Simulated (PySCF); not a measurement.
C₅H₈S, SMILES C=CC1CSC1.

The structure is a stationary point at B3LYP-D3(BJ)/def2-SVP. The values are those of a single conformer.

These are TDDFT-LC-ωPBE/def2-SVPD (PySCF) values and carry that method's errors.

Vertical excitations. Gas-phase values at a fixed geometry. State labels are in the subgroup Cs.

Computed excitation energies, oscillator strengths and character:
```csv
state,symmetry,energy (eV),λ (nm),f,main pairs
S1,A",4.65,267,0.000,"HOMO→LUMO 70 %, HOMO→LUMO+7 19 %"
S2,A',6.43,193,0.022,"HOMO→LUMO+1 44 %, HOMO→LUMO+2 33 %, HOMO→LUMO+9 10 %"
S3,A',7.12,174,0.024,"HOMO→LUMO+5 31 %, HOMO→LUMO+2 28 %, HOMO→LUMO+1 20 %, HOMO→LUMO+11 8 %"
S4,A",7.16,173,0.032,HOMO−2→LUMO 83 %
S5,A',7.34,169,0.472,"HOMO→LUMO+3 38 %, HOMO−1→LUMO 33 %, HOMO−1→LUMO+4 13 %, HOMO→LUMO+2 6 %"
S6,A',7.42,167,0.166,"HOMO−1→LUMO 38 %, HOMO→LUMO+3 33 %, HOMO−1→LUMO+4 13 %, HOMO→LUMO+2 7 %"
S7,A",7.92,157,0.003,HOMO→LUMO+4 83 %
S8,A",8.07,154,0.005,"HOMO→LUMO+7 39 %, HOMO→LUMO 20 %, HOMO−1→LUMO+1 12 %, HOMO→LUMO+8 9 %"
S9,A",8.09,153,0.035,"HOMO−1→LUMO+1 35 %, HOMO→LUMO+7 11 %, HOMO−4→LUMO 10 %, HOMO−1→LUMO+2 8 %"
S10,A",8.12,153,0.024,"HOMO−4→LUMO 37 %, HOMO−4→LUMO+4 19 %, HOMO−1→LUMO+1 14 %, HOMO−2→LUMO+4 8 %"
T1,A",4.10,303,0,"HOMO→LUMO 65 %, HOMO→LUMO+7 22 %"
T2,A',4.15,299,0,"HOMO−1→LUMO 45 %, HOMO−1→LUMO+4 44 %"
T3,A',5.76,215,0,"HOMO→LUMO+1 47 %, HOMO→LUMO+9 15 %, HOMO→LUMO+2 13 %, HOMO→LUMO+11 11 %"
T4,A",6.06,204,0,"HOMO−2→LUMO 66 %, HOMO−2→LUMO+7 19 %"
```
Triplets are in the Tamm–Dancoff approximation, which puts them higher than full response would, so one can lie above its singlet here.
